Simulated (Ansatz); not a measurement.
Consider the redistribution: `[F][Ga]([Br])[Br]` + `[OH][SnH2][Br]` → `[Br][Ga]([Br])[Br]` + `[OH][SnH2][F]`.

Program: Ansatz. Geometries: PBE0-D4/def2-TZVP. ΔE: electronic, gas phase. CCSD(T)/CBS is the MP2 limit (def2-TZVPP, def2-QZVPP) plus CCSD(T) − MP2 in def2-TZVPP, frozen cores. Functionals use def2-TZVPP. B3LYP here is the variant with VWN-RPA as its local correlation; programs differ in this. HSE06 is defined as in plane-wave codes. Elements past krypton have def2 core potentials. For Br, Ga, Sn outer-core shells are correlated without core-valence functions, which leaves a few kJ/mol of doubt a bond. Scalar relativity is left out up to krypton. Each species was taken in one conformer, which may not be the lowest.

| level | ΔE (kJ/mol) | difference from CCSD(T)/CBS |
| --- | --- | --- |
| revPBE-D4 | -3.3 | -2.1 |
| BLYP-D4 | -3.7 | -2.5 |
| B3LYP-D4 | -2.7 | -1.5 |
| r2SCAN0-D4 | 0.5 | 1.7 |
| HSE06-D4 | -1.1 | 0.1 |
| B2PLYP | 0.1 | 1.3 |
| r2SCANh | 0.5 | 1.7 |
| CAM-B3LYP | -0.2 | 1.0 |
| HF/def2-SVP | 12.2 | 13.4 |
| HF/def2-QZVPP | 4.5 | 5.7 |
| CCSD(T)/CBS | -1.2 | 0 |

Largest T1 diagnostic among the species: 0.014.

At CCSD(T), def2-SVP lies +11.7 kJ/mol from the extrapolated value and def2-TZVPP +1.1 kJ/mol. In def2-TZVPP, CCSD(T) changes the Hartree–Fock value by −3.9 kJ/mol (the triples alone add −0.7 kJ/mol) and MP2 by −3.8 kJ/mol.
